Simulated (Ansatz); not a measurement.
Cost and result for the atomization energy of CH$_{8}$N$_{2}$OSi, SMILES `NC[SiH](N)O` (13 atoms, 12 bonds).

Cartesian coordinates in Å:
```
N -0.956 1.036 1.101
C -0.424 -0.327 1.130
Si 0.619 -0.555 -0.406
N -0.246 -0.302 -1.859
O 1.799 0.588 -0.211
H -1.553 1.217 1.898
H -0.194 1.702 1.140
H 0.145 -0.581 2.039
H -1.257 -1.036 1.072
H 1.199 -1.924 -0.508
H -0.970 0.398 -1.894
H -0.423 -1.063 -2.492
H 2.260 0.848 -1.010
```

Total charge 0; spin multiplicity 1. All single points use the PBE0-D4/def2-TZVP geometry. It is one conformer, not always the lowest. Program: Ansatz. All runs use 4 threads of an Arm Neoverse V2 on a shared host. Times are those of one run each, without the atoms' runs, and a repeat can differ threefold. Electronic energies, without spin–orbit coupling; frozen cores. CCSD(T)/CBS adds CCSD(T) − MP2 in def2-TZVPP to the MP2 limit, and its time is that of the two runs behind it. T1 = 0.010. B3LYP takes the VWN-RPA correlation (the form of Gaussian; ORCA's B3LYP/G).

CCSD(T)/CBS is a level of theory with its own doubt, some kJ/mol a heavy atom from the limit and from the frozen cores, so smaller differences don't rank the functionals.

```csv
level,functions,wall time
PBE0-D4/def2-TZVPP,278,2.7 s
PBE-D4/def2-TZVPP (with forces),278,2.9 s
B3LYP-D4/def2-TZVPP (with forces),278,4.3 s
r2SCAN-D4/def2-TZVPP (with forces),278,4.4 s
B2PLYP/def2-TZVPP,278,5.5 s
ωB97X-V/def2-TZVPP,278,7.5 s
ωB97M-V/def2-TZVPP (with forces),278,11 s
MP2/def2-QZVPP,538,23 s
CCSD(T)/def2-TZVPP,278,3.2 min
CCSD(T)/CBS(def2),–,3.6 min
```

Task: What atomization energy does each give, and how far from CCSD(T)/CBS? (Best estimate.)

Result: Computed: 
| level | atomization (kJ/mol) | difference from CCSD(T)/CBS | per bond |
| --- | --- | --- | --- |
| PBE0-D4/def2-TZVPP | 4705.8 | -32.2 | -2.7 |
| PBE-D4/def2-TZVPP (with forces) | 4799.5 | 61.5 | 5.1 |
| B3LYP-D4/def2-TZVPP (with forces) | 4737.1 | -0.9 | -0.1 |
| r2SCAN-D4/def2-TZVPP (with forces) | 4705.8 | -32.2 | -2.7 |
| B2PLYP/def2-TZVPP | 4676.9 | -61.1 | -5.1 |
| ωB97X-V/def2-TZVPP | 4748.5 | 10.5 | 0.9 |
| ωB97M-V/def2-TZVPP (with forces) | 4751.4 | 13.4 | 1.1 |
| MP2/def2-QZVPP | 4738.8 | 0.8 | 0.1 |
| CCSD(T)/def2-TZVPP | 4587.9 | -150.1 | -12.5 |
| CCSD(T)/CBS(def2) | 4738.0 | 0.0 | 0.0 |

From PBE to PBE0 (25 % exact exchange), in def2-TZVPP and without D4, the atomization energy moves by −89.6 kJ/mol: exact exchange takes away binding that semilocal exchange gives to molecules. The D4 term adds +40.6 kJ/mol with B3LYP and +21.4 kJ/mol with PBE0; it sums over pairs of atoms, weighted by their polarisabilities, and B3LYP, whose exchange is more repulsive, gets the larger term. In def2-TZVPP, CCSD(T) changes the Hartree–Fock value by +1295.8 kJ/mol (the triples alone add +66.8 kJ/mol) and MP2 by +1356.9 kJ/mol; breaking electron pairs costs correlation energy, which Hartree–Fock lacks.
